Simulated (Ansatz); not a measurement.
Gas-phase electronic energies from Ansatz, PBE0-D4/def2-TZVP geometries. CCSD(T)/CBS adds triple-zeta CCSD(T) − MP2 to the extrapolated MP2 energy (def2 sets, frozen cores). This one scheme is used for every species. DFT in def2-TZVPP. HSE06 is defined as in plane-wave codes. For Zn outer-core shells are correlated without core-valence functions, which leaves a few kJ/mol of doubt a bond. Scalar relativity is left out up to krypton. One conformer a species, not always the lowest.

`[SiH3][O][Zn][Cl]` + H–F → `[F][Zn][Cl]` + silanol  (ligand exchange at a Zn–O bond)

CCSD(T)/CBS gives -4.7 kJ/mol.

(1) Another level gave -11.0 kJ/mol. Which?
A. CCSD/def2-TZVPP
B. HSE06/def2-TZVPP
C. BHLYP-D4/def2-TZVPP
D. BLYP/def2-TZVPP

Largest T1 diagnostic among the species: 0.016.

Results:

(1) B. HSE06 -11.0, CCSD/def2-TZVPP -2.4, BLYP -20.5, BHLYP-D4 -6.9 kJ/mol.

From PBE to PBE0 (25 % exact exchange), in def2-TZVPP and without D4, ΔE moves by +5.0 kJ/mol. In def2-TZVPP, CCSD(T) changes the Hartree–Fock value by +12.1 kJ/mol (the triples alone add +1.6 kJ/mol) and MP2 by +15.8 kJ/mol. The D4 term adds +5.6 kJ/mol with B3LYP and +3.2 kJ/mol with PBE0; it sums over pairs of atoms, weighted by their polarisabilities, and B3LYP, whose exchange is more repulsive, gets the larger term.

B3LYP here is the variant with VWN-RPA as its local correlation; programs differ in this.
